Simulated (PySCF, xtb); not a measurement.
C₂H₄N, SMILES [CH2]N=C, multiplicity 2.

Harmonic wavenumbers (cm⁻¹) from GFN2-xTB (xtb) at its own minimum, in rising order: 335, 500, 667, 747, 779, 1047, 1102, 1247, 1396, 1454, 1610, 2967, 2978, 3106, 3108.

### Question
What does B3LYP-D3(BJ)/def2-TZVP (PySCF) give at its own minimum? (An estimate is asked for; the answer gives what the named calculation found.)

### Answer
335, 473, 588, 854, 878, 1108, 1174, 1279, 1301, 1499, 1551, 3025, 3037, 3195, 3198. Paired by order, the mean absolute difference is 65 cm⁻¹ and the zero-point energies are 32.9 and 33.6 kcal/mol.
